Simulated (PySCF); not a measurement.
**Vertical excitation energies**

Compound: C7H8O2.
InChI=1S/C7H8O2/c1-3-4-5-6-9-7(2)8/h5-6H,1-2H3/b6-5-

Computed, not measured: PySCF 2.14.0, density-fitted response routines, TDDFT CAM-B3LYP/def2-SVPD, vertical, gas phase, core orbitals frozen in the response. Geometry: GFN2-xTB, one conformer, isolated molecule. Torsions of this conformer, `[CH3:1][C:2]#[C:3]/[CH:4]=[CH:5]\[O:6][C:7]([CH3:8])=[O:9]`: C4–C5–O6–C7 180°, C5–O6–C7–C8 -178°.

```tsv
state	E (eV)	λ (nm)	ν̃ (cm⁻¹)	f	main configurations (H = HOMO, L = LUMO)
S1	5.32	232.8	42950	0.519	H→L (91%)
S2	5.36	231.2	43260	0.0006	H-1→L (85%)
S3	5.78	214.6	46600	0.0009	H-2→L (60%), H-2→L+3 (28%), H-2→L+2 (8%)
S4	6.12	202.6	49370	0.0015	H→L+1 (36%), H→L+4 (34%), H→L+6 (13%)
S5	6.41	193.4	51700	0.0009	H→L+1 (47%), H→L+6 (20%), H→L+2 (9%)
S6	6.67	185.9	53780	0.052	H→L+3 (49%), H→L+2 (22%), H-3→L (8%)
S7	7.11	174.3	57370	0.017	H→L+2 (42%), H→L+3 (17%), H→L+6 (16%)
S8	7.14	173.5	57620	0.0091	H-1→L+1 (72%), H-1→L+2 (17%)
```

Triplets (Tamm–Dancoff): T1 3.34 eV, H→L (84%); T2 5.07 eV, H-1→L (76%), H-1→L+3 (8%); T3 5.30 eV, H-2→L (54%), H-2→L+3 (32%), H-2→L+2 (10%).

The lowest singlet lies at 5.32 eV (233 nm, ultraviolet) and is strong; its leading configuration is HOMO→LUMO (91%). The lowest level is also the most intense of those listed (f = 0.519). Löwdin shares by element: HOMO carbon 78% or more (atoms not listed hold the other 22%); LUMO carbon 62% or more (atoms not listed hold the other 38%). The listed states span 1.82 eV, and the widest gap between neighbours is 0.44 eV (S6 to S7). Of the 8 states listed, 3 reach f = 0.01 and none stays under 0.0005. Orbital energies (eV): HOMO-3 -10.45, HOMO-2 -9.88, HOMO-1 -8.93, HOMO -7.84, LUMO 0.12, LUMO+1 1.15, LUMO+2 1.51. Singlets were solved by full linear response, triplets in the Tamm–Dancoff approximation.
